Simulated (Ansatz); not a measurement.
Program: Ansatz. Geometries: PBE0-D4/def2-TZVP. ΔE: electronic, gas phase. CCSD(T)/CBS is the MP2 limit (def2-TZVPP, def2-QZVPP) plus CCSD(T) − MP2 in def2-TZVPP, frozen cores. This one scheme is used for every species, atoms too. DFT in def2-TZVPP. No spin–orbit coupling; open shells (•) take unrestricted orbitals. Spin–orbit coupling would lower the free atoms: a little for F. One conformer a species, not always the lowest.

`[CH3][Al]([F])[CH2]F` → `[CH2][Al]([CH3])[F]`• + F•  (homolysis of the C–F bond)

CCSD(T)/CBS gives +4.49 eV.

(1) Another level gave +4.38 eV. Which?
A. ωB97M-V/def2-TZVPP
B. B2PLYP/def2-TZVPP
C. PBE/def2-TZVPP
D. HF/def2-TZVPP

Largest T1 diagnostic among the species: 0.012.

Results:

(1) B. B2PLYP 4.38, HF/def2-TZVPP 2.47, ωB97M-V 4.51, PBE 4.70 eV.

From PBE to PBE0 (25 % exact exchange), in def2-TZVPP and without D4, ΔE moves by −0.33 eV: exact exchange takes away binding that semilocal exchange gives to molecules. In def2-TZVPP, CCSD(T) changes the Hartree–Fock value by +1.84 eV (the triples alone add +0.15 eV) and MP2 by +2.15 eV; breaking electron pairs costs correlation energy, which Hartree–Fock lacks.

CCSD(T)/CBS has its own doubt, a few kJ/mol and more with outer-core shells, so smaller differences from it don't rank the levels.
